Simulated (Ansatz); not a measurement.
`O=C=N[SiH2]Cl` + `BN` → `BN[SiH2]Cl` + `N=C=O` at 400 K and 1 bar (ligand exchange at the Si–N bond).

Calculated with Ansatz (gas phase, PBE0-D4/def2-TZVP geometries, no zero-point term in ΔE). CCSD(T)/CBS is the MP2 limit (def2-TZVPP, def2-QZVPP) plus CCSD(T) − MP2 in def2-TZVPP, frozen cores. This one scheme is used for every species. Each species was taken in one conformer, which may not be the lowest.

```tsv
species	CCSD(T)/CBS energy (Eh)	H − E (kJ/mol)	S (J/(mol·K))
`O=C=N[SiH2]Cl`	-918.06992	114.5	371.6
`BN`	-81.93499	142.5	243.5
`BN[SiH2]Cl`	-831.46864	179.9	353.2
`N=C=O`	-168.51995	72.4	252.4
```

H − E and S are ideal-gas, rigid-rotor, harmonic terms from PBE0-D4/def2-TZVP, for one conformer and one mirror image of each species. 1 Eh = 2625.50 kJ/mol, R = 8.31446 J/(mol·K).

Problem. By hand: ΔE, ΔH, ΔS and ΔG.

Solution. ΔE = (-831.46864) + (-168.51995) − (-918.06992) − (-81.93499) = 0.01632 Eh = 42.8 kJ/mol. Δ(H − E) = 179.9 + 72.4 − 114.5 − 142.5 = -4.7, so ΔH = 38.1 kJ/mol. ΔS = 353.2 + 252.4 − 371.6 − 243.5 = -9.5 J/(mol·K). ΔG = 38.1 − 400 × (-9.5)/1000 = 41.9 kJ/mol.

Problem. By hand: the equilibrium constant, and the temperature at which ΔG would vanish if ΔH and ΔS stayed fixed.

Solution. log₁₀ K = −ΔG/(RT ln 10) = -5.5. ΔH and −TΔS have one sign here, so there is no such temperature.

The number of gas molecules stays the same, so ΔS is small and ΔH decides. A doubt of 5 kJ/mol in ΔE shifts log₁₀ K by 0.7 here. Other conformers and mirror images would add mixing entropy, several J/(mol·K) or more a flexible species. Modes under 60 cm⁻¹, often nearly free rotors, make the harmonic entropy too high. These are equilibria of isolated gas molecules and say nothing of rates. Largest T1 diagnostic: 0.018 (customary marks: 0.02 for closed shells, 0.045 for open ones).

ΔS is within the doubt of such terms, so its sign, and with it that verdict, could turn.
